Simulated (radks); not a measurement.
These are the eigenvalues of the occupied orbitals of an atom or ion with whole-number occupations (hartree). Method: scalar-relativistic Kohn-Sham, PBE, spin-polarised, spherical densities, finite nucleus; Fermi nuclear charge, rms radius of each element as measured or else 0.836 A^(1/3) + 0.57 fm; computed with a radial shooting solver on a logarithmic mesh with Libxc functionals.

1s up: -1.90146
1s down: -1.89315
2s up: -0.11863

Which element is it, and in what charge state? The configuration may be excited. Open shells, if any, are filled with parallel spins first.

Answer. Z = 3, lithium, charge 0: Li in [He] 2s1. The list shows which subshells hold electrons but not how many an open one holds; the 1s level, -1.9015 hartree, gives Z - s = 2.0 by -(Z - s)^2/2, which with screening and relativity narrows Z to a few neighbours, and the depths of the outer levels then fix element, charge and occupations together.
